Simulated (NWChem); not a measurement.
Everything below was run with NWChem. System: H2Cl3NSi, charge 0, spin multiplicity 1, at a geometry optimised with B3LYP/def2-SVP. The structure started from a generated list of species. Level: RHF/def2-TZVP.

NWChem printed:

```
             Northwest Computational Chemistry Package (NWChem) 7.3.0
             --------------------------------------------------------

                                NWChem Input Module
                                -------------------

 Scaling coordinates for geometry "geometry" by  1.889725989
 (inverse scale =  0.529177249)

 Turning off AUTOSYM since
 SYMMETRY directive was detected!

                             Geometry "geometry" -> ""
                             -------------------------

 Output coordinates in angstroms (scale by  1.889725989 to convert to a.u.)

  No.       Tag          Charge          X              Y              Z
 ---- ---------------- ---------- -------------- -------------- --------------
    1 N                    7.0000     0.17469400    -1.97039300     0.00000000
    2 Si                  14.0000     0.01713300    -0.27793600     0.00000000
    3 Cl                  17.0000     0.92152700     0.45439200    -1.69933500
    4 Cl                  17.0000     0.92152700     0.45439200     1.69933500
    5 Cl                  17.0000    -1.93124700     0.42673300     0.00000000
    6 H                    1.0000     0.01826400    -2.50996000    -0.84563700
    7 H                    1.0000     0.01826400    -2.50996000     0.84563700

 Effective nuclear repulsion energy (a.u.)     440.5471963160

            Nuclear Dipole moment (a.u.)
            ----------------------------
        X                 Y               Z
 ---------------- ---------------- ----------------
    -0.0000623610     0.0000264562     0.0000000000

      Symmetry information
      --------------------

 Group name             Cs
 Group number              2
 Group order               2
 No. of unique centers     5

      Symmetry unique atoms

     1    2    3    5    6


 Summary of "ao basis" -> "" (spherical)
 ------------------------------------------------------------------------------
       Tag                 Description            Shells   Functions and Types
 ---------------- ------------------------------  ------  ---------------------
 *                         def2-tzvp                  on all atoms

 Summary of "ao basis" -> "ao basis" (spherical)
 ------------------------------------------------------------------------------
       Tag                 Description            Shells   Functions and Types
 ---------------- ------------------------------  ------  ---------------------
[...]
   120      0.278504  4 Cl px               162      0.250228  5 Cl pz
    86     -0.182768  3 Cl px               123      0.182768  4 Cl px
   156      0.173089  5 Cl pz

 Vector   37  Occ=2.000000D+00  E=-4.381744D-01  Symmetry=a'
              MO Center= -2.0D-01, -1.1D+00,  2.2D-11, r^2= 3.6D+00
   Bfn.  Coefficient  Atom+Function         Bfn.  Coefficient  Atom+Function
  ----- ------------  ---------------      ----- ------------  ---------------
     6      0.334324  1 N  px                 9      0.323653  1 N  px
   158     -0.277190  5 Cl py                12      0.274085  1 N  px
   161     -0.189268  5 Cl py

 Vector   38  Occ=0.000000D+00  E= 1.179711D-01  Symmetry=a'
              MO Center= -1.2D-01, -2.3D+00,  4.1D-13, r^2= 6.0D+00
   Bfn.  Coefficient  Atom+Function         Bfn.  Coefficient  Atom+Function
  ----- ------------  ---------------      ----- ------------  ---------------
     5      2.218980  1 N  s                182     -1.265720  6 H  s
   188     -1.265720  7 H  s                 36     -1.094103  2 Si s
   147      0.327869  5 Cl s                  4     -0.265540  1 N  s
    73      0.239808  3 Cl s                110      0.239808  4 Cl s
   160      0.239572  5 Cl px                 3      0.236048  1 N  s

 Vector   39  Occ=0.000000D+00  E= 1.519264D-01  Symmetry=a'
              MO Center=  3.8D-02,  2.2D-01,  9.0D-13, r^2= 5.7D+00
   Bfn.  Coefficient  Atom+Function         Bfn.  Coefficient  Atom+Function
  ----- ------------  ---------------      ----- ------------  ---------------
    36      0.945009  2 Si s                  5      0.858191  1 N  s
    50      0.807419  2 Si py                35      0.543217  2 Si s
    73     -0.476364  3 Cl s                110     -0.476364  4 Cl s
   160     -0.461657  5 Cl px                88     -0.458852  3 Cl pz
   125      0.458852  4 Cl pz                47      0.440034  2 Si py

 Vector   40  Occ=0.000000D+00  E= 1.731297D-01  Symmetry=a"
              MO Center= -1.7D-01, -8.0D-01, -2.8D-14, r^2= 7.2D+00
   Bfn.  Coefficient  Atom+Function         Bfn.  Coefficient  Atom+Function
  ----- ------------  ---------------      ----- ------------  ---------------
    51      1.510592  2 Si pz                14     -0.871498  1 N  pz
   182     -0.842314  6 H  s                188      0.842314  7 H  s
    73      0.734411  3 Cl s                110     -0.734411  4 Cl s
    48      0.352329  2 Si pz               162     -0.340342  5 Cl pz
    86     -0.283480  3 Cl px               123      0.283480  4 Cl px

 center of mass
 --------------
 x =  -0.00154340 y =   0.07963568 z =   0.00000000

 moments of inertia (a.u.)
 ------------------
        1046.938306168107          16.334109619028           0.000000000000
          16.334109619028        1405.767890953185           0.000000000000
           0.000000000000           0.000000000000         999.974023078297

  Mulliken analysis of the total density
  --------------------------------------

    Atom       Charge   Shell Charges
 -----------   ------   -------------------------------------------------------
    1 N    7     7.71   0.82  1.16  0.50  0.83  0.18  1.52  1.83  0.85  0.00  0.02  0.00
    2 Si  14    12.98   2.00  0.58  1.39  0.75  0.04  4.12  1.73  0.50  0.99  0.08  0.27  0.40  0.12
    3 Cl  17    17.28   2.01  0.45  1.52  1.08  0.86  4.18  1.69  1.07  2.90  1.48  0.01  0.03  0.00
    4 Cl  17    17.28   2.01  0.45  1.52  1.08  0.86  4.18  1.69  1.07  2.90  1.48  0.01  0.03  0.00
    5 Cl  17    17.28   2.01  0.45  1.52  1.08  0.86  4.18  1.69  1.07  2.90  1.49  0.01  0.03  0.00
    6 H    1     0.73   0.25  0.40  0.04  0.04
    7 H    1     0.73   0.25  0.40  0.04  0.04

       Multipole analysis of the density wrt the origin
       ------------------------------------------------

     L   x y z        total         open         nuclear
     -   - - -        -----         ----         -------
     0   0 0 0     -0.000000      0.000000     74.000000

     1   1 0 0     -0.120214      0.000000     -0.000062
     1   0 1 0     -1.008408      0.000000      0.000026
     1   0 0 1     -0.000000      0.000000      0.000000

     2   2 0 0    -45.111555      0.000000    330.311899
     2   1 1 0      1.102731      0.000000     -8.360019
     2   1 0 1     -0.000000      0.000000      0.000000
     2   0 2 0    -37.974170      0.000000    182.032094
     2   0 1 1     -0.000000      0.000000      0.000000
     2   0 0 2    -42.332367      0.000000    355.725661

 Task  times  cpu:       36.5s     wall:       36.5s

 Total times  cpu:       36.6s     wall:       36.6s
```

Q: Write an NWChem input that would produce this output.

A: Several could match; the one computed here: 
```
start mol
memory heap 200 mb stack 800 mb global 1000 mb
geometry units angstroms nocenter noautoz
  N      0.174694    -1.970393     0.000000
  Si     0.017133    -0.277936     0.000000
  Cl     0.921527     0.454392    -1.699335
  Cl     0.921527     0.454392     1.699335
  Cl    -1.931247     0.426733     0.000000
  H      0.018264    -2.509960    -0.845637
  H      0.018264    -2.509960     0.845637
  symmetry group Cs
end
basis spherical
  * library def2-tzvp
end
scf
  rhf
  nopen 0
  maxiter 100
  thresh 1e-7
  semidirect memsize 60000000 filesize 0
end
task scf energy
```
